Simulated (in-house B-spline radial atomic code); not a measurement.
**Ionising Zn II (Zn+) with different functionals**

Computed with a radial B-spline atomic code at the basis-set limit: non-relativistic Hamiltonian, point nucleus, spin-polarised at highest spin, spherical fractional occupations for the functionals, and exact exchange of hybrids averaged over the configuration. The ionisation energy is the difference of two self-consistent energies, [Ar] 3d10 4s1 → [Ar] 3d10, without Breit or QED terms; ε is the level of the shell that loses the electron (its least bound occupied spin orbital).

```csv
method,rung,ΔSCF (eV),-ε(4s) (eV)
PBE0,global hybrid,?,?
B3LYP,global hybrid,18.36,14.97
TPSSh,global hybrid,17.94,14.46
M06-2X,global hybrid,17.80,15.35
BHandHLYP,global hybrid,17.83,15.71
r2SCAN0,global hybrid,17.92,15.27
B97-1,global hybrid,17.78,14.55
HSE06,range-separated hybrid,18.07,14.67
wB97X,range-separated hybrid,17.65,17.02
CAM-B3LYP,range-separated hybrid,18.29,16.40
LC-wPBE,range-separated hybrid,?,?
```

(1) What does PBE0 give?

(2) What does LC-wPBE give?

(3) Among the functionals, which spreads more, the ΔSCF values or the orbital energies?

(4) How do they compare with the NIST value?

Results:

(1) ΔSCF 17.99 eV, and -ε(4s) = 14.97 eV.

(2) ΔSCF 17.92 eV, and -ε(4s) = 17.58 eV.

(3) The orbital energies: ΔSCF values span about 0.71 eV and the orbital energies 3.12 eV; here energy differences depend much less on the functional than eigenvalues do.

(4) NIST lists 17.964 eV (measured, ground level to ground level). Errors run from -0.31 to +0.40 eV; PBE0 is closest (+0.03 eV), but part of that can be cancellation, since the calculations leave out relativity, Breit-QED terms.
